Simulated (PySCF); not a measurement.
SCF from a fresh guess for triplet ClSe₂⁻, at the PBE minimum. PySCF input:

```python
from pyscf import gto, scf, dft
mol = gto.M(atom='''
Cl     0.356120     0.000000    -0.000000
Se    -0.077910     2.409160     0.000000
Se    -0.077910    -2.409160    -0.000000''',
    basis={'Cl': 'def2-SVPD', 'Se': 'def2-SVPD'},
    charge=-1, spin=2)
mf = dft.UKS(mol, xc='PBE0')
mf.grids.atom_grid = (50, 194)
aux = {'Cl': 'def2-universal-JKFIT', 'Se': 'def2-universal-JKFIT'}
mf = mf.density_fit(auxbasis=aux)
mf.conv_tol = 1e-08
mf.diis_space = 10
mf.max_cycle = 60
mf.init_guess = 'minao'
mf.verbose = 4
mf.kernel()
```

Excerpt of the output (cycles alone):

```
init E= -5259.92176511816
cycle= 1 E= -5261.86393051765  delta_E= -1.94  |g|= 0.136  |ddm|= 1.56
cycle= 2 E= -5261.87781655265  delta_E= -0.0139  |g|= 0.0712  |ddm|= 0.463
cycle= 3 E= -5261.88177723299  delta_E= -0.00396  |g|= 0.032  |ddm|= 0.176
cycle= 4 E= -5261.88232637388  delta_E= -0.000549  |g|= 0.0111  |ddm|= 0.0469
cycle= 5 E= -5261.88246678137  delta_E= -0.00014  |g|= 0.00932  |ddm|= 0.0335
cycle= 6 E= -5261.8825478025  delta_E= -8.1e-05  |g|= 0.00181  |ddm|= 0.0201
cycle= 7 E= -5261.8825615244  delta_E= -1.37e-05  |g|= 0.000589  |ddm|= 0.0127
cycle= 8 E= -5261.88256413214  delta_E= -2.61e-06  |g|= 0.000414  |ddm|= 0.0052
cycle= 9 E= -5261.88256546876  delta_E= -1.34e-06  |g|= 0.000209  |ddm|= 0.00416
cycle= 10 E= -5261.88256615886  delta_E= -6.9e-07  |g|= 9.86e-05  |ddm|= 0.00433
cycle= 11 E= -5261.88256624341  delta_E= -8.46e-08  |g|= 2.5e-05  |ddm|= 0.00171
cycle= 12 E= -5261.8825662475  delta_E= -4.09e-09  |g|= 4.78e-06  |ddm|= 0.000446
Extra cycle  E= -5261.88256624722  delta_E= 2.82e-10  |g|= 1.84e-05  |ddm|= 3.53e-05
converged SCF energy = -5261.88256624722  <S^2> = 2.0493559  2S+1 = 3.0327254
```

This is not the lowest solution: a stability analysis within the same unrestricted form found one 2.5 kJ/mol lower, at -5261.88351 Eh.

The search for the lowest solution, with the stability check, took 11 s on 4 threads of a shared Arm Neoverse V1 host, with 109 basis functions; the process peaked at 0.36 GiB.
